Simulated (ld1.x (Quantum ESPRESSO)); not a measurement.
**Si (Z = 14), TM: configuration errors across variants**

- Element: silicon
- Generator: ld1.x (Quantum ESPRESSO) 7.5
- Type: norm-conserving Troullier–Martins (Kleinman–Bylander form)
- Functional: PBEsol
- Relativity: non-relativistic
- Frozen core: [Ne]
- Valence charge: 4
- Reference configuration: 3s1 3p3
- Partial waves: 3s (bound): rc 1.40 bohr; 3p (bound): rc 1.75 bohr; 3d channel at -0.15 Ry: rc 1.50 bohr
- Local potential: all-electron potential smoothed inside 1.20 bohr (lloc = -1)
- Core correction: Bessel-smoothed model core inside 1.30 bohr

All-electron excitation energies from the reference (eV): (1) 3s2 3p2 -6.738; (2) 3s2 3p1 0.986; (3) 3s2 3p0 16.961; (4) 3s2 3p1.5 -3.824; (5) 3s1 3p0 50.791; (6) 3s1 3p2 8.333; (7) 3s0 3p4 6.884.

Tests that are not counted but printed errors over 1 eV. “wave 3s (bound): rc 1.40 bohr becomes 3s (bound): rc 0.88 bohr”: 3s2 3p2 (solver errors, printed error -60.0 eV).

1 further variants failed, have other tests or too few solved ones, and are left out.

A true bound ghost makes a file unfit for plane-wave use even where its test errors are small: the radial tests pick states by their node count and pass the ghost by.

Errors AE − PS in meV (a dash: test not solved or not reliable):

```csv
change,(1),(2),(3),(4),(5),(6),(7),bound ghosts
base,+1.4,-1.6,+35,-1.7,+215,+6.3,-1.4,none
wave 3s (bound): rc 1.40 bohr becomes 3s (bound): rc 0.88 bohr,–,+23,+62,+19,+250,+8.4,+64,not determined
wave 3d channel at -0.15 Ry: rc 1.50 bohr becomes 3d channel at -0.15 Ry: rc 1.12 bohr,+1.4,-1.6,+35,-1.7,+215,+6.3,-1.4,none
wave 3d channel at -0.15 Ry: rc 1.50 bohr becomes 3d channel at 1.41 Ry: rc 1.50 bohr,+1.4,-1.6,+35,-1.7,+215,+6.3,-1.4,none
core correction Bessel-smoothed model core inside 1.72 bohr,-0.1,-1.3,+37,-2.4,+212,+5.6,-2.3,none
wave 3p (bound): rc 1.75 bohr becomes 3p (bound): rc 2.12 bohr,+0.7,-2.4,+35,-2.4,+219,+6.3,-2.2,s
local potential all-electron potential smoothed inside 1.15 bohr (lloc = -1),+0.3,-1.7,+26,-2.1,+140,+5.2,-1.4,none
local potential all-electron potential smoothed inside 1.14 bohr (lloc = -1),+0.3,-1.7,+26,-2.1,+140,+5.2,-1.4,none
"all radii but the core radius scaled by about 1.27 (s 1.78, p 2.22, d 1.90 bohr); local potential all-electron potential smoothed inside 1.52 bohr (lloc = -1)",-1.1,-1.6,+15,-2.4,+76,+3.6,-1.6,none
```

Give the same row for: type TM semilocal; local potential the s channel.

-1.6, -1.8, +13, -2.6, +62, +2.8, -2.0; bound ghosts: none.
